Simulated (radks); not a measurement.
The numbers below are computed, except where a source is named.
Isoelectronic series with 19 electrons, all held in the configuration [Ar] 4s1, which need not be the ground one along the series. Level of theory: Dirac Kohn-Sham, PBE, spin-unpolarised, spherical densities, finite nucleus; Fermi nuclear charge, rms radius of each element as measured or else 0.836 A^(1/3) + 0.57 fm (a radial shooting solver on a logarithmic mesh with Libxc functionals). Total energies (hartree) and mean radii <r> (bohr):

ion    E (hartree)   4s1/2   3p3/2   3p1/2
K       -602.08908   5.007   1.438   1.429
Ca+     -680.09670   3.602   1.269   1.262
Sc2+    -763.21626   2.947   1.140   1.132
Ti3+    -851.44394   2.534   1.036   1.029
V4+     -944.78385   2.240  0.9507  0.9442
Cr5+   -1043.24399   2.015  0.8793  0.8729
Mn6+   -1146.83503   1.836  0.8183  0.8120
Fe7+   -1255.56964   1.689  0.7655  0.7593
Co8+   -1369.46190   1.566  0.7194  0.7132
Ni9+   -1488.52753   1.461  0.6787  0.6725
Cu10+  -1612.78274   1.369  0.6425  0.6362
Zn11+  -1742.24597   1.289  0.6100  0.6037
Ga12+  -1876.93586   1.218  0.5807  0.5744
Ge13+  -2016.87250   1.155  0.5541  0.5477
As14+  -2162.07734   1.098  0.5299  0.5234
Se15+  -2312.57205   1.047  0.5077  0.5012
Br16+  -2468.38009   1.000  0.4874  0.4808
Kr17+  -2629.52544  0.9577  0.4686  0.4619
Rb18+  -2796.03351  0.9185  0.4512  0.4444
Sr19+  -2967.93040  0.8824  0.4351  0.4282
Zr21+  -3328.00135  0.8182  0.4060  0.3989
Nb22+  -3516.23283  0.7894  0.3929  0.3857
Mo23+  -3709.96844  0.7626  0.3806  0.3733
